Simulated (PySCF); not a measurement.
Two-dimensional NMR puzzle

Compound of formula C6H11N3OSi. Correlations simulated from computed shifts and the bond graph:

HSQC (one-bond C–H):
```tsv
δH	δC
8.22	140.6
2.70	29.3
0.57	-0.4
```

COSY cross peaks (H two or three bonds apart, from the bond graph; peaks can be absent where the dihedral angle is near 90°):
```tsv
δH	δH
5.62	0.57
```

HMBC (two and three bonds, from the bond graph):
```tsv
δH	δC
8.22	194.8, 147.1
5.62	147.1, -0.4
2.70	194.8, 147.1
0.57	-0.4
```

Carbons without hydrogens: δ 194.8, 147.1.

PySCF 2.14 calculation with geometry: GFN2-xTB and PBE0/pcSseg-1 with gauge-including orbitals; gas phase, non-relativistic, one computed conformer, averaged over atoms made equivalent by symmetry, fast rotation or ring inversion.

δ = σ(ref) − σ, references computed at the same level: 1H (σref 31.72) and 13C (σref 186.93) against TMS.

Exchangeable hydrogens are left out of these lists.

Question: Work out the connectivity.

Answer: SMILES [SiH](N1C(C(C)=O)=CN=N1)(C)C.

Structure with atom numbers: `[CH3:1][C:2](=[O:3])[c:4]1[cH:5][n:6][n:7][n:8]1[SiH:9]([CH3:10])[CH3:11]`; H(Xn) means a hydrogen on atom n.

- δC 194.8 is C2, a ketone carbonyl carbon.
- δC 147.1 is C4, a substituted aromatic carbon next to a ring nitrogen.
- δC 140.6 is C5, an aromatic CH next to a ring nitrogen (δH 8.22).
- δC 29.3 is C1, a methyl carbon α to a carbonyl (δH 2.70).
- δC -0.4 is C10/C11, a methyl carbon bonded to Si (δH 0.57).
- HMBC from δH 8.22 reaches the proton-free carbons C2, C4.
- HMBC from δH 5.62 reaches the proton-free carbon C4.
- HMBC from δH 2.70 reaches the proton-free carbons C2, C4.
- COSY links 5.62–0.57.

This is the structure that produced the data.

Shifts are as computed. Against solution values, carbons near 30 ppm lie about +3 ppm off and those near 130 ppm about +5 ppm. Of 1211 compounds with measured shifts, 218 miss one by over three times the rms of a fit or turn the order of signals round; such compounds aren't used in these exercises.
